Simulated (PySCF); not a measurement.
Al(H)(F)(Et), SMILES C[CH2][AlH][F], CAM-B3LYP/def2-SVP optimised geometry.

```
10

Al    -1.39    -0.26     0.00
H     -2.33     1.01     0.00
F     -2.17    -1.73     0.00
C      0.55    -0.26     0.00
C      1.24     1.11    -0.02
H      0.88    -0.87    -0.86
H      0.88    -0.84     0.88
H      0.95     1.73     0.85
H      0.96     1.69    -0.92
H      2.33     1.03    -0.02
```

Density from CAM-B3LYP/def2-TZVP run with PySCF at that geometry.

Minimum of the electron density along straight lines between bonded atoms, close to the bond critical point (lines longer than 1.1 times the sum of covalent radii, or with two minima, are not listed):

```tsv
bond	length / Å	ρ at the minimum / e bohr⁻³	∇²ρ there / e bohr⁻⁵	position (fraction from the first atom)
Al1–H2	1.577	0.085	0.20	0.51
Al1–F3	1.665	0.109	0.86	0.44
Al1–C4	1.946	0.091	0.24	0.41
C4–C5	1.533	0.239	-0.57	0.50
C4–H6	1.105	0.264	-0.85	0.64
C4–H7	1.106	0.264	-0.85	0.64
C5–H8	1.102	0.272	-0.92	0.64
C5–H9	1.102	0.272	-0.92	0.64
C5–H10	1.102	0.273	-0.92	0.64
```
